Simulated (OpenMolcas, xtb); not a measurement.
# A ladder of methods for C2H5NSi (SMILES C[SiH2]C#N)

C2H5NSi has 9 atoms, charge 0, and is taken as a singlet. As SMILES, `C[SiH2]C#N`. Geometry: relaxed at PBE0-D4/def2-TZVP.

Each level gives the vertical ionisation energy (to the doublet cation) (eV). The values are calculated.

| level | kind | program | value (eV) | less CCSD(T)/cc-pVDZ | CPU time (all runs) |
| --- | --- | --- | --- | --- | --- |
| GFN2-xTB | semi-empirical | xtb | 14.47 | +2.56 | under 2 s |
| HF/cc-pVDZ | Hartree–Fock | OpenMolcas | 10.97 | -0.94 | 58 s |
| SVWN5/cc-pVDZ | LDA | OpenMolcas | 11.31 | -0.60 | 1.9 min |
| BLYP/cc-pVDZ | GGA | OpenMolcas | 10.99 | -0.92 | 2.2 min |
| r2SCAN/cc-pVDZ | meta-GGA | OpenMolcas | 11.36 | -0.55 | 3 min |
| B3LYP/cc-pVDZ | global hybrid | OpenMolcas | 11.47 | -0.44 | 1.9 min |
| BHLYP/cc-pVDZ | global hybrid | OpenMolcas | 11.71 | -0.20 | 2.7 min |
| CCSD(T)/cc-pVDZ, open shells restricted | coupled cluster or CI | OpenMolcas | 11.91 | 0.00 | 2.4 min |

CCSD(T)/cc-pVDZ, open shells restricted is the highest level here, not the true value. The values span 10.97 to 14.47 eV. The xTB values lack the empirical shift that such differences need. Times are those of the runs behind each value, whatever else they computed, on shared processors of several kinds: orders of magnitude only.
